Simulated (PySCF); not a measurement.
C₅H₈S, SMILES CS[C@@H](C)C#C.

Geometry optimised at r2SCAN-D4/def2-SVP. The structure was generated by enumeration; whether it is a known compound was not checked. Other conformers were not sampled.

Two levels are set side by side: TDA-PBE/def2-SVPD (PySCF) and TDA-LC-ωPBE/def2-SVPD (PySCF). Vertical, same geometry. The lowest singlet is HOMO→LUMO 97 % with PBE and HOMO→LUMO+1 37 %, HOMO→LUMO 28 %, HOMO→LUMO+11 10 %, HOMO→LUMO+4 8 % with the other functional; states are paired by order. Differences are taken from unrounded values.

```tsv
quantity	TDA-LC-ωPBE	TDA-PBE	TDA-PBE minus TDA-LC-ωPBE
lowest singlet excitation (eV)	5.56	4.71	-0.85
lowest triplet excitation (TDA) (eV)	4.87	4.24	-0.63
```

Functionals without exact exchange tend to place singlet excitations lower, as here. Differences between two approximate levels are no errors against the true value.

Rough cost on one machine, each run with all the roots and properties that it gave: TDA-LC-ωPBE against TDA-PBE about 3 times.
